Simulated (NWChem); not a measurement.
# HfH₄O; SMILES [OH][HfH3]

Results from NWChem. The geometry was optimised at PBE0/def2-SVP. def2 effective core potentials on Hf; no spin-orbit coupling. Level B3LYP/def2-SVP: energy and gradient on several grids; changes count from the extra-fine grid, which is no exact limit either.

| grid | size of the energy change (μHa) | largest change of a gradient component (μHa/bohr) |
|---|---|---|
| xcoarse | 1000 | 7000 |
| coarse | 70 | 300 |
| medium | 10 | 70 |
| fine | < 10 | < 30 |
| xfine | < 10 | < 30 |
